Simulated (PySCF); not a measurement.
Method: PBE0-D3(BJ)/def2-TZVP // PBE0-D3(BJ)/def2-SVP (PySCF). All species are isolated molecules in the gas phase. One relaxed conformer stands for a flexible species; it need not be the lowest. Excitations are Tamm–Dancoff values on a coarser integration grid. The basis has no diffuse functions, so Rydberg states are missing or too high.

Reference species (SMILES): `[Ga]([I])([N](C)C)[I]` (C–N–Ga–I torsion 0°) (neutral, multiplicity 1).

```json
{
  "S1 excitation (TDA)": "3.99 eV",
  "S1 oscillator strength": "0.002"
}
```

Changed species: `[I][Ga]([I])[I]` (3 of 3 N(CH3)2 replaced by I; the reference has 2 of 3 N(CH3)2 replaced by I).

**Question.** Give the shifts of the S1 excitation (TDA) and S1 oscillator strength.

**Answer.** the S1 excitation (TDA) increases by 0.09 eV, to 4.08 eV; the S1 oscillator strength stays essentially unchanged.
